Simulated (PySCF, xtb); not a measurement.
disulfane (H₂S₂), SMILES SS.

GFN2-xTB in xtb at its own geometry gives an orbital gap of 3.48 eV and a dipole moment of 1.77 D.

Geometry optimised at PBE0-D3(BJ)/def2-TZVP.

Problem. What does CAM-B3LYP/def2-TZVPD in PySCF give? (Estimate from the structure and the level; the computed values follow.)

Solution. gap 8.74 eV (levels -8.91 and -0.17 eV), dipole 1.16 D.
